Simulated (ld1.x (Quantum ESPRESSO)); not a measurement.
u(r) = r·R(r): atom against pseudo-atom (manganese)

Columns: radius, all-electron u(r) and pseudo u(r) of the 3d shell (level -3.31 eV) of manganese in the configuration [Ne] 3s2 3p6 3d6 4s1 4p0; revPBE, scalar-relativistic, TM scheme, ld1.x (Quantum ESPRESSO) 7.5.

```csv
r (bohr),all-electron,pseudo
0.075,0.0277,0.0041
0.150,0.1319,0.0317
0.225,0.2787,0.0991
0.300,0.4294,0.2109
0.375,0.5619,0.3582
0.450,0.6677,0.5212
0.525,0.7462,0.6755
0.600,0.7988,0.8001
0.675,0.8291,0.8827
0.750,0.8414,0.9216
0.825,0.8399,0.9236
0.900,0.8285,0.8999
0.975,0.8099,0.8621
1.050,0.7866,0.8193
1.125,0.7603,0.7775
1.200,0.7323,0.7395
1.275,0.7034,0.7056
1.350,0.6744,0.6747
1.425,0.6457,0.6457
1.500,0.6176,0.6176
1.575,0.5904,0.5904
1.650,0.5642,0.5642
1.725,0.5391,0.5391
1.800,0.5151,0.5151
1.875,0.4922,0.4922
1.950,0.4704,0.4704
```

Question: How many radial nodes do the two functions have?

Answer: The all-electron 3d function has n − l − 1 = 0; the pseudo-wave has 0.

Question: At about which radius was the pseudo-wave matched?

Answer: 1.50 bohr. The columns agree to 0.0005 from 1.35 bohr on; several derivatives are matched, so the curves merge somewhat inside the radius.

Question: Is the pseudo-wave norm-conserving?

Answer: Yes: the TM scheme keeps the norm inside the radius equal to the all-electron one, which fixes the energy derivative of the logarithmic derivative at the level.
